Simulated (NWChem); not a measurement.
System: neopentane (C₅H₁₂); SMILES CC(C)(C)C

Input file for NWChem:

```
start job
memory heap 200 mb stack 900 mb global 1100 mb
geometry units angstroms noautosym nocenter noautoz
  C     -1.085797    -0.046711     1.078762
  C     -0.000054     0.000096     0.000038
  C      1.378211    -0.110807     0.657942
  C     -0.096016     1.323693    -0.763854
  C     -0.196455    -1.166089    -0.972755
  H     -0.970718     0.782165     1.795839
  H     -2.091606     0.031175     0.635216
  H     -1.042311    -0.989867     1.647114
  H      2.182547    -0.080141    -0.094770
  H      1.549701     0.716561     1.365425
  H      1.478057    -1.055424     1.216689
  H      0.041642     2.184042    -0.089092
  H     -1.079145     1.432942    -1.249650
  H      0.674629     1.387116    -1.549069
  H     -1.181846    -1.114049    -1.463480
  H     -0.132660    -2.134826    -0.451234
  H      0.571891    -1.159782    -1.762769
end
basis spherical
  * library 6-31+g*
end
dft
  xc b3lyp
  iterations 150
end
property
  response 1 0.0
end
task dft property
```

NWChem printed, in part:

```
             Northwest Computational Chemistry Package (NWChem) 7.3.0
             --------------------------------------------------------

                             Geometry "geometry" -> ""
                             -------------------------

 Output coordinates in angstroms (scale by  1.889725989 to convert to a.u.)

  No.       Tag          Charge          X              Y              Z
 ---- ---------------- ---------- -------------- -------------- --------------
    1 C                    6.0000    -1.08579700    -0.04671100     1.07876200
    2 C                    6.0000    -0.00005400     0.00009600     0.00003800
    3 C                    6.0000     1.37821100    -0.11080700     0.65794200
    4 C                    6.0000    -0.09601600     1.32369300    -0.76385400
    5 C                    6.0000    -0.19645500    -1.16608900    -0.97275500
    6 H                    1.0000    -0.97071800     0.78216500     1.79583900
    7 H                    1.0000    -2.09160600     0.03117500     0.63521600
    8 H                    1.0000    -1.04231100    -0.98986700     1.64711400
    9 H                    1.0000     2.18254700    -0.08014100    -0.09477000
   10 H                    1.0000     1.54970100     0.71656100     1.36542500
   11 H                    1.0000     1.47805700    -1.05542400     1.21668900
   12 H                    1.0000     0.04164200     2.18404200    -0.08909200
   13 H                    1.0000    -1.07914500     1.43294200    -1.24965000
   14 H                    1.0000     0.67462900     1.38711600    -1.54906900
   15 H                    1.0000    -1.18184600    -1.11404900    -1.46348000
   16 H                    1.0000    -0.13266000    -2.13482600    -0.45123400
   17 H                    1.0000     0.57189100    -1.15978200    -1.76276900

 Effective nuclear repulsion energy (a.u.)     198.2536978434

                              NWChem Property Module
                              ----------------------

                                 NWChem DFT Module
                                 -----------------

 Summary of "ao basis" -> "ao basis" (spherical)
 ------------------------------------------------------------------------------
       Tag                 Description            Shells   Functions and Types
 ---------------- ------------------------------  ------  ---------------------
 C                          6-31+g*                  8       18   4s3p1d
 H                          6-31+g*                  2        2   2s

            General Information
            -------------------
          SCF calculation type: DFT
          Wavefunction type:  closed shell.
          No. of atoms     :    17
          No. of electrons :    42
           Alpha electrons :    21
            Beta electrons :    21
          Charge           :     0
          Spin multiplicity:     1
          Use of symmetry is: off; symmetry adaption is: off
          Maximum number of iterations: 150
          AO basis - number of functions:   114
                     number of shells:    64
          Convergence on energy requested:  1.00D-06
          Convergence on density requested:  1.00D-05
          Convergence on gradient requested:  5.00D-04

              XC Information
              --------------
                         B3LYP Method XC Potential
                     Hartree-Fock (Exact) Exchange  0.200
                        Slater Exchange Functional  0.800 local
                    Becke 1988 Exchange Functional  0.720 non-local
              Lee-Yang-Parr Correlation Functional  0.810
                  VWN I RPA Correlation Functional  0.190 local

             Grid Information
             ----------------
          Grid used for XC integration:  medium
          Radial quadrature: Mura-Knowles
          Angular quadrature: Lebedev.
          Tag              B.-S. Rad. Rad. Pts. Rad. Cut. Ang. Pts.
          ---              ---------- --------- --------- ---------
          C                   0.70       49          12.0       434
          H                   0.35       45          11.0       434
          Grid pruning is: on
          Number of quadrature shells:   785
          Spatial weights used:  Erf1

      Superposition of Atomic Density Guess
      -------------------------------------

 Sum of atomic energies:        -194.29624864

      Non-variational initial energy
      ------------------------------

 Total energy =    -198.044881
 1-e energy   =    -650.687203
 2-e energy   =     254.388625
 HOMO         =      -0.393644
 LUMO         =       0.042676

   convergence    iter        energy       DeltaE   RMS-Dens  Diis-err
 ---------------- ----- ----------------- --------- --------- ---------
 d= 0,ls=0.0,diis     1   -197.7229652403 -3.96D+02  1.51D-02  4.19D-01
 d= 0,ls=0.0,diis     2   -197.7723476038 -4.94D-02  4.65D-03  2.72D-02
 d= 0,ls=0.0,diis     3   -197.7729755341 -6.28D-04  1.52D-03  2.18D-02
 d= 0,ls=0.0,diis     4   -197.7758595590 -2.88D-03  1.62D-04  2.36D-04
 d= 0,ls=0.0,diis     5   -197.7758862403 -2.67D-05  9.46D-05  4.32D-05
  Resetting Diis
 d= 0,ls=0.0,diis     6   -197.7758913132 -5.07D-06  1.17D-05  3.73D-07
 d= 0,ls=0.0,diis     7   -197.7758913580 -4.47D-08  1.86D-06  3.11D-10

         Total DFT energy =     -197.775891357965
      One electron energy =     -656.700818778095
           Coulomb energy =      292.308786385435
    Exchange-Corr. energy =      -31.637556808670
 Nuclear repulsion energy =      198.253697843365

 Numeric. integr. density =       41.999992024388

                       DFT Final Molecular Orbital Analysis
                       ------------------------------------

 Vector   19  Occ=2.000000D+00  E=-3.225060D-01
              MO Center= -2.1D-02,  6.7D-02, -1.2D-02, r^2= 3.3D+00
   Bfn.  Coefficient  Atom+Function         Bfn.  Coefficient  Atom+Function
  ----- ------------  ---------------      ----- ------------  ---------------
    23      0.269152   2 C  pz               58      0.259804   4 C  py
    22     -0.222648   2 C  py               59     -0.203570   4 C  pz
     5     -0.196004   1 C  pz               62      0.143501   4 C  py
    41     -0.132034   3 C  pz               96     -0.130537   8 H  s
    60     -0.129735   4 C  s               102     -0.125192  11 H  s

 Vector   20  Occ=2.000000D+00  E=-3.224944D-01
              MO Center= -3.3D-03, -8.8D-03,  4.8D-02, r^2= 3.3D+00
   Bfn.  Coefficient  Atom+Function         Bfn.  Coefficient  Atom+Function
  ----- ------------  ---------------      ----- ------------  ---------------
    21      0.303407   2 C  px               39     -0.251717   3 C  px
     3     -0.238015   1 C  px                5      0.157784   1 C  pz
    22     -0.146751   2 C  py               43     -0.132036   3 C  px
     7     -0.123521   1 C  px               57     -0.119365   4 C  px
    76      0.118975   5 C  py               98     -0.114555   9 H  s

 Vector   21  Occ=2.000000D+00  E=-3.224861D-01
              MO Center=  2.4D-02, -5.8D-02, -3.6D-02, r^2= 3.3D+00
   Bfn.  Coefficient  Atom+Function         Bfn.  Coefficient  Atom+Function
  ----- ------------  ---------------      ----- ------------  ---------------
    76     -0.239997   5 C  py               22      0.226847   2 C  py
    77     -0.205271   5 C  pz               23      0.202842   2 C  pz
    39     -0.192873   3 C  px               21      0.173087   2 C  px
    41     -0.137846   3 C  pz               58     -0.131643   4 C  py
    80     -0.130873   5 C  py              100     -0.130736  10 H  s

 Vector   22  Occ=0.000000D+00  E= 4.208220D-03
              MO Center=  7.6D-05, -9.7D-05, -2.4D-05, r^2= 1.3D+01
   Bfn.  Coefficient  Atom+Function         Bfn.  Coefficient  Atom+Function
  ----- ------------  ---------------      ----- ------------  ---------------
    28     13.312404   2 C  s                10     -3.685457   1 C  s
    46     -3.687027   3 C  s                64     -3.685194   4 C  s
    82     -3.686842   5 C  s                47      0.627529   3 C  px
    66      0.602307   4 C  py               84     -0.530886   5 C  py
    11     -0.494150   1 C  px               13      0.490887   1 C  pz

 Vector   23  Occ=0.000000D+00  E= 3.090793D-02
              MO Center= -3.5D-02, -1.7D-01, -2.2D-01, r^2= 1.6D+01
   Bfn.  Coefficient  Atom+Function         Bfn.  Coefficient  Atom+Function
  ----- ------------  ---------------      ----- ------------  ---------------
    82      1.815472   5 C  s                84      1.346514   5 C  py
    66      1.100746   4 C  py               30     -1.082904   2 C  py
    85      0.919000   5 C  pz               64     -0.897317   4 C  s
    12      0.781088   1 C  py               48      0.771445   3 C  py
    31     -0.621479   2 C  pz               13      0.569058   1 C  pz

[...]

 DFT Linear Response polarizability / au
 Frequency  =       0.0000000 / au
              X              Y              Z
 -----------------------------------------------
 X      61.5341989     -0.0000391      0.0006655
 Y      -0.0000392     61.5348608      0.0009222
 Z       0.0006654      0.0009222     61.5350402
 -----------------------------------------------
 Eigenvalues =      61.5335861     61.5345082     61.5360056
 Isotropic   =      61.5347000
 Anisotropic =       0.0021151
 -----------------------------------------------

 Magnetic Dipole Response Matrix (nonzero elements):

 Exiting AOResponse driver routine
```

Level: B3LYP/6-31+G* (spherical d). Structure relaxed at the PBE0/def2-SVP level. B3LYP is NWChem's, with the RPA form of VWN correlation.
